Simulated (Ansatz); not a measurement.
The same substitution along the group B, Al, Ga, In.

Gas-phase electronic energies from Ansatz, PBE0-D4/def2-TZVP geometries. CCSD(T)/CBS adds triple-zeta CCSD(T) − MP2 to the extrapolated MP2 energy (def2 sets, frozen cores). This one scheme is used for every species. DFT in def2-TZVPP. Elements past krypton have def2 core potentials. For Ga, In outer-core shells are correlated without core-valence functions, which leaves a few kJ/mol of doubt a bond. Scalar relativity is left out up to krypton. Each species was taken in one conformer, which may not be the lowest.

```tsv
reaction	CCSD(T)/CBS(def2) (eV)
`CSB(F)F` + `N[SiH](S)Cl` → `CN[SiH](S)Cl` + `FB(F)S`	0.30
`C[S][Al]([F])[F]` + `N[SiH](S)Cl` → `CN[SiH](S)Cl` + `[F][Al]([F])[SH]`	0.18
`C[S][Ga]([F])[F]` + `N[SiH](S)Cl` → `CN[SiH](S)Cl` + `[F][Ga]([F])[SH]`	?
`C[S][In]([F])[F]` + `N[SiH](S)Cl` → `CN[SiH](S)Cl` + `[F][In]([F])[SH]`	0.22
```

Question: Fill in the missing values. (Best estimate.)

Answer: The calculation gave: `C[S][Ga]([F])[F]` + `N[SiH](S)Cl` → `CN[SiH](S)Cl` + `[F][Ga]([F])[SH]`: +0.24 eV.

Largest T1 diagnostic: 0.016, for `[F][In]([F])[SH]`.
